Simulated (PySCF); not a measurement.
Numbering as in the mapped SMILES `[CH2:1]=[CH:2][C@H:3]([CH3:4])[C:5](=[O:6])[OH:7]` (H(Xn): hydrogen on atom n). Ha(C1) is cis to C3; Hb(C1) is trans to C3.

GIAO PBE0/pcSseg-1 shifts (PySCF 2.14, gas phase, non-relativistic, equivalent atoms averaged), each against references optimised in the same way as the molecule (TMS, H2O).

On the GFN2-xTB geometry: C5 178.9, C2 148.3, C1 124.1, C3 49.2, C4 19.4, O6 420.6, O7 212.5, H(C2) 6.05, H(O7) 5.93, Ha(C1) 5.61, Hb(C1) 5.46, H(C3) 3.16, H(C4) 1.36 ppm.

**Question.** What changes on the PBE0-D3(BJ)/def2-SVP geometry?

**Answer.** 
```
 atoms  δ (ppm)  change
    C5    178.2    -0.7
    C2    148.6    +0.3
    C1    125.3    +1.2
    C3     47.1    -2.1
    C4     19.7    +0.3
    O6    422.2    +1.6
    O7    216.3    +3.8
 H(C2)     5.93   -0.12
 H(O7)     5.54   -0.39
Ha(C1)     5.52   -0.09
Hb(C1)     5.44   -0.02
 H(C3)     2.89   -0.27
 H(C4)     1.26   -0.10
```

Bonds between heavy atoms that differ most (equivalent bonds averaged): C1–C2 1.319 → 1.332 Å, C5–O6 1.200 → 1.203 Å. Mean change of bonds to hydrogen: C–H +0.013 Å, O–H -0.000 Å.
